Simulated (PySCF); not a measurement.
# How methods differ on the ionisation energy of Ga

Ga [Ar] 3d10 4s2 4p1 (2P) → Ga⁺ [Ar] 3d10 4s2 (1S), as a difference of total energies. Computed with PySCF 2.14 in x2c-TZVPall, with scalar relativity by spin-free X2C-1e. Correlated levels: valence: [Ar] 3d10 frozen. The calculations carry no spin-orbit coupling.

```tsv
method	ionisation energy (eV)	error (eV)
UHF	5.516	-0.415
r2SCAN	6.092	+0.161
MN15	5.986	+0.055
MP2 (valence)	5.721	-0.210
SCS-MP2 (valence)	5.704	-0.227
CCSD (valence)	5.780	-0.151
CCSD(T) (valence)	5.803	-0.128
```

Reference: 5.931 eV (measured; NIST levels, between the centres of gravity of the two terms).

Errors of the correlated levels include the incompleteness of this basis and the frozen core.
